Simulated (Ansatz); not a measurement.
The pair A = HF (SMILES F) (first 2 atoms), B = CH2F2 (SMILES FCF); geometry from B3LYP-D3(BJ)/def2-TZVP.
(charge 0, multiplicity 1):
| atom | x (Å) | y (Å) | z (Å) |
|---|---|---|---|
| F | -0.1266 | 0.0956 | -0.0637 |
| H | 0.1928 | 0.6239 | 0.6339 |
| F | 0.7564 | 0.8891 | 2.3594 |
| C | 0.3893 | -0.1900 | 3.1436 |
| F | -0.7133 | 0.1605 | 3.8436 |
| H | 1.2094 | -0.3886 | 3.8326 |
| H | 0.1512 | -1.0206 | 2.4800 |

Cores are frozen in the correlated methods. MP2 and its Hartree–Fock in aug-cc-pVQZ are density fitted.

Run with Ansatz (Gaussian orbitals). 

The counterpoise-corrected interaction energy is E(AB) − E(A in the pair's basis) − E(B in the pair's basis). Total energies (hartree):

```json
[
 {"level": "HF/aug-cc-pVTZ", "AB": "-338.0630687", "A in the pair's basis": "-100.0602981", "B in the pair's basis": "-237.9979695"},
 {"level": "MP2/aug-cc-pVTZ", "AB": "-339.0363103", "A in the pair's basis": "-100.3411554", "B in the pair's basis": "-238.6888778"},
 {"level": "HF/aug-cc-pVQZ", "AB": "-338.0867502", "A in the pair's basis": "-100.0676958", "B in the pair's basis": "-238.0141642"},
 {"level": "MP2/aug-cc-pVQZ", "AB": "-339.1312290", "A in the pair's basis": "-100.3696926", "B in the pair's basis": "-238.7549460"},
 {"level": "CCSD(T)/aug-cc-pVTZ", "AB": "-339.0776850", "A in the pair's basis": "-100.3498453", "B in the pair's basis": "-238.7213126"}
]
```

**Question.** Work out the counterpoise-corrected interaction energy at the basis-set limit: extrapolate the MP2 correlation part as X⁻³, take Hartree–Fock from the larger set, and add the CCSD(T) − MP2 difference of aug-cc-pVTZ.

**Answer.** 
1. Differences (1 hartree = 627.509 kcal/mol): HF/aug-cc-pVTZ -3.013; MP2/aug-cc-pVTZ -3.939; HF/aug-cc-pVQZ -3.069; MP2/aug-cc-pVQZ -4.136; CCSD(T)/aug-cc-pVTZ -4.096.
2. Correlation parts, MP2 less HF: -0.926 in aug-cc-pVTZ (X = 3), -1.067 in aug-cc-pVQZ (X = 4).
3. Limit (4³·(-1.067) − 3³·(-0.926))/(4³ − 3³) = -1.170; with HF/aug-cc-pVQZ it gives -4.238.
4. CCSD(T) less MP2 in aug-cc-pVTZ: -0.157.
Result: -4.40 kcal/mol, against -3.94 at MP2/aug-cc-pVTZ. It is an estimate of this method's limit, not of the exact value.

Ansatz is a first-principles code.
